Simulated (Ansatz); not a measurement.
CH$_{5}$FOSn, SMILES `C[O][SnH2][F]`, relaxed with RKS PBE0-D4/def2-TZVP in the Gaussian-basis code of Ansatz from a PBE-D4/def2-SVP geometry. The force threshold is 0.005 eV/Å; the program also tests the step.

Charge 0, multiplicity 1. Sn takes the def2 core potential.

Start:

```xyz
9

C     1.471   -0.275    0.281
O     0.410    0.633    0.494
Sn   -1.400    0.242   -0.276
F    -2.412    1.808    0.300
H     1.291   -1.286    0.723
H     1.727   -0.422   -0.798
H     2.378    0.136    0.775
H    -1.349    0.289   -2.004
H    -2.116   -1.125    0.506
```

| step | energy (eV) | largest force (eV/Å) | largest move (Å) |
| --- | --- | --- | --- |
| 1 | -11710.8747 | 0.789 | 0.000 |
| 2 | -11710.9477 | 0.393 | 0.066 |
| 3 | -11710.9561 | 0.057 | 0.015 |
| 4 | -11710.9564 | 0.019 | 0.009 |
| 5 | -11710.9565 | 0.030 | 0.014 |
| 6 | -11710.9567 | 0.009 | 0.018 |
| 7 | -11710.9567 | 0.012 | 0.013 |
| 8 | -11710.9569 | 0.117 | 0.067 |
| 9 (rejected) | -11710.9417 | 0.448 | 0.196 |
| 10 | -11710.9588 | 0.049 | 0.098 |
| 11 | -11710.9615 | 0.079 | 0.097 |
| 13 | -11710.9648 | 0.076 | 0.055 |
| 15 | -11710.9718 | 0.319 | 0.112 |
| 17 | -11710.9922 | 0.135 | 0.200 |
| 19 | -11711.0011 | 0.051 | 0.074 |
| 21 (rejected) | -11711.0082 | 0.343 | 0.143 |
| 23 | -11711.0186 | 0.070 | 0.074 |
| 25 | -11711.0286 | 0.065 | 0.068 |
| 27 | -11711.0343 | 0.037 | 0.095 |
| 29 | -11711.0407 | 0.231 | 0.071 |
| 31 | -11711.0488 | 0.029 | 0.090 |
| 33 | -11711.0503 | 0.027 | 0.049 |
| 35 | -11711.0519 | 0.044 | 0.015 |
| 37 | -11711.0524 | 0.021 | 0.033 |
| 39 | -11711.0525 | 0.006 | 0.003 |
| 40 | -11711.0525 | 0.001 | 0.001 |

End:

```xyz
9

C     1.433   -0.257    0.207
O     0.156   -0.691    0.617
Sn   -1.450    0.062   -0.181
F    -1.431    1.921    0.311
H     2.177   -0.909    0.672
H     1.569   -0.316   -0.882
H     1.636    0.773    0.523
H    -1.327    0.069   -1.877
H    -2.764   -0.652    0.609
```

Run time 73 s (4 threads of a server CPU on a shared host); peak host memory 0.43 GiB.
